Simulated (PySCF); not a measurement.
Compound: C4H5ClOSi.
Geometry (PBE0-D3(BJ)/def2-SVP, Å), atoms numbered from 1 in this order:
```xyz
12
C4H5ClOSi angstrom
C      0.4969   -1.8287    0.0589
C      0.7487   -0.5061    0.0841
Si    -0.6749    0.7002   -0.1966
C      2.0869    0.0160    0.3282
Cl     3.4484   -1.0394    0.6185
C      2.4033    1.3104    0.3464
O      2.6849    2.4342    0.3665
H      1.2884   -2.5676    0.2206
H     -0.5117   -2.2054   -0.1226
H     -0.8343    1.5982    0.9881
H     -1.9191   -0.0898   -0.4154
H     -0.3971    1.5640   -1.3850
```

Method: PBE0-D3(BJ)/def2-SVP geometry optimisation, gas phase in PySCF.

Take the most abundant isotopes and a rigid rotor. The values belong to one conformer with, in the numbering `[CH2:1]=[C:2]([SiH3:3])[C:4]([Cl:5])=[C:6]=[O:7]`, C1–C2–C4–Cl5 -1°.

(1) Give the principal moments of inertia and the rotational constants in cm⁻¹.

(2) What kind of rotor is it?

(3) Is it planar, by Δ = Ic − Ia − Ib?

(4) Give the other two planar moments, Paa and Pbb, and the rms extents of the mass along the axes.

(5) Which types of transition are allowed, and where do some lines up to J = 5 fall?

(6) Estimate the classical rotational partition function at 50 K, 298.15 K and 500 K.

Answers

(1) Ia = 222.55, Ib = 365.88, Ic = 582.54 u·Å²; 505379 MHz·u·Å²/I gives 2271, 1381 and 867.5 MHz, that is A = 0.07575, B = 0.04607, C = 0.02894 cm⁻¹.

(2) An asymmetric top; Ray's κ = -0.268.

(3) Not planar: Δ = Ic − Ia − Ib = -5.90 u·Å². For a rigid frame Δ = −2 Σ m c², so Σ m c² = 2.95 u·Å² lies off the ab plane: 2.94 from hydrogen and 0.01 from heavier atoms. The atom farthest from that plane is 1.23 Å away.

(4) Paa = Σ m a² = (Ib + Ic − Ia)/2 = 362.94 and Pbb = Σ m b² = (Ia + Ic − Ib)/2 = 219.60 u·Å². With the mass M = 131.98 u, the rms extents √(P/M) along a, b and c are 1.66, 1.29, 0.15 Å.

(5) The dipole components are |μa| = 0.72 D, |μb| = 0.66 D, |μc| = 0.00 D; the mirror of this Cs structure is the ab plane, so μc vanishes by symmetry and there are no c-type lines. The squared components, which scale the intensities, stand as 1.00 : 0.86 (a : b). Some of the stronger lines:

| type | branch | J(Ka,Kc) | MHz | lower level (cm⁻¹) |
| --- | --- | --- | --- | --- |
| b | Q | 1(1,0) ← 1(0,1) | 1403 | 0.075 |
| b | Q | 3(2,1) ← 3(1,2) | 2769 | 0.535 |
| b | R | 2(0,2) ← 1(1,1) | 3441 | 0.105 |
| a | R | 2(1,2) ← 1(1,1) | 3984 | 0.105 |
| b | Q | 4(3,1) ← 4(2,2) | 4583 | 0.961 |
| b | R | 2(1,2) ← 1(0,1) | 4873 | 0.075 |
| a | Q | 4(1,3) ← 4(1,4) | 4902 | 0.691 |
| b | R | 3(0,3) ← 2(1,2) | 5628 | 0.238 |
| a | R | 3(1,3) ← 2(1,2) | 5884 | 0.238 |
| b | R | 4(0,4) ← 3(1,3) | 7615 | 0.434 |
| a | R | 4(1,4) ← 3(1,3) | 7715 | 0.434 |
| b | R | 2(2,0) ← 1(1,1) | 8360 | 0.105 |
| b | R | 3(2,2) ← 2(1,1) | 9415 | 0.289 |
| a | R | 4(3,1) ← 3(3,0) | 9446 | 0.798 |
| a | R | 5(1,5) ← 4(1,4) | 9497 | 0.691 |
| a | R | 4(1,3) ← 3(1,2) | 9571 | 0.535 |
| b | Q | 5(5,0) ← 5(4,1) | 9928 | 1.756 |
| a | R | 5(1,4) ← 4(1,3) | 11483 | 0.855 |
| a | R | 5(3,3) ← 4(3,2) | 11543 | 1.106 |
| b | R | 3(2,1) ← 2(1,2) | 11699 | 0.238 |
| b | R | 4(2,2) ← 3(1,3) | 15795 | 0.434 |
| b | R | 4(4,1) ← 3(3,0) | 17026 | 0.798 |
| b | R | 4(4,0) ← 3(3,1) | 17068 | 0.797 |
| b | R | 5(4,2) ← 4(3,1) | 19190 | 1.114 |

(6) Point group Cs, symmetry number σ = 1; q = (√π/σ)·√((kT/h)³/(ABC)), k/h = 20836.6 MHz/K: 36100 at 50 K, 526000 at 298.15 K, 1140000 at 500 K.

Whether it is a minimum is left open (no frequencies). No vibrational averaging or centrifugal distortion is included, and the geometry carries the error of its method. A rigid rotor knows nothing of internal rotation, which can split or shift real lines. Quadrupole hyperfine structure (35Cl) is left out.
